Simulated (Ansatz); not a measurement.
`F[Si]Br` + HBr → `Br[Si]Br` + H–F at 400 K and 1 bar (ligand exchange at the Si–F bond).

Computed with Ansatz on PBE0-D4/def2-TZVP structures; ΔE is electronic, products minus reactants. CCSD(T)/CBS is the MP2 limit (def2-TZVPP, def2-QZVPP) plus CCSD(T) − MP2 in def2-TZVPP, frozen cores. This one scheme is used for every species. For Br outer-core shells are correlated without core-valence functions, which leaves a few kJ/mol of doubt a bond. Scalar relativity is left out up to krypton.

```json
{"species": "`F[Si]Br`", "CCSD(T)/CBS energy (Eh)": "-2962.26094", "H − E (kJ/mol)": "26.4", "S (J/(mol·K))": "302.2"}
{"species": "HBr", "CCSD(T)/CBS energy (Eh)": "-2573.91920", "H − E (kJ/mol)": "27.6", "S (J/(mol·K))": "207.2"}
{"species": "`Br[Si]Br`", "CCSD(T)/CBS energy (Eh)": "-5435.76988", "H − E (kJ/mol)": "24.5", "S (J/(mol·K))": "321.4"}
{"species": "H–F", "CCSD(T)/CBS energy (Eh)": "-100.39570", "H − E (kJ/mol)": "36.5", "S (J/(mol·K))": "182.2"}
```

H − E and S are ideal-gas, rigid-rotor, harmonic terms from PBE0-D4/def2-TZVP. 1 Eh = 2625.50 kJ/mol, R = 8.31446 J/(mol·K).

**Question.** By hand: ΔE, ΔH, ΔS and ΔG.

**Answer.** ΔE = (-5435.76988) + (-100.39570) − (-2962.26094) − (-2573.91920) = 0.01456 Eh = 38.2 kJ/mol. Δ(H − E) = 24.5 + 36.5 − 26.4 − 27.6 = 7.0, so ΔH = 45.2 kJ/mol. ΔS = 321.4 + 182.2 − 302.2 − 207.2 = -5.8 J/(mol·K). ΔG = 45.2 − 400 × (-5.8)/1000 = 47.5 kJ/mol.

**Question.** By hand: the equilibrium constant, and the temperature at which ΔG would vanish if ΔH and ΔS stayed fixed.

**Answer.** log₁₀ K = −ΔG/(RT ln 10) = -6.2. ΔH and −TΔS have one sign here, so there is no such temperature. One of them is within its doubt of zero, so this could turn.

The number of gas molecules stays the same, so ΔS is small and ΔH decides. A doubt of 5 kJ/mol in ΔE shifts log₁₀ K by 0.7 here. These are equilibria of isolated gas molecules and say nothing of rates. Largest T1 diagnostic: 0.012 (customary marks: 0.02 for closed shells, 0.045 for open ones).
